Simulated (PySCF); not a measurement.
**Worked example: oscillator strength and radiative lifetime**

C₂H₄BFO₂, SMILES C(=O)B(OC)F.

Coordinates come from a ωB97X-D3(BJ)/def2-SVP optimisation. This is a generated structure with no PubChem entry under its InChIKey; it may be hypothetical. Other conformers were not sampled.

TDDFT-M06-2X/def2-SVPD (PySCF) puts the first singlet state with f over 0.02 at 7.10 eV (vertical), with the transition dipole (0.207, 0.693, 0.000) in atomic units.

Q: Find the oscillator strength, the wavelength and the radiative lifetime that this transition would have in vacuum if emission retraced absorption.

A: 
|μ|² = 0.5231 au, so |μ| = 1.84 D. ΔE = 7.10/27.211 = 0.2609 hartree. f = (2/3) ΔE |μ|² = 0.091 (the program prints 0.091).
λ = 1239.84/7.10 = 175 nm; ν = 57265 cm⁻¹.
Einstein's coefficient A = 0.6670 ν² f s⁻¹ (ν in cm⁻¹) = 2.0e8 s⁻¹, so τ = 1/A = 5.0 ns. This state is S4; the lower singlets have f = 0.000, 0.000, 0.002. The figure is the radiative limit of this one transition; relaxation, internal conversion, crossing to triplets and a medium change what is measured.
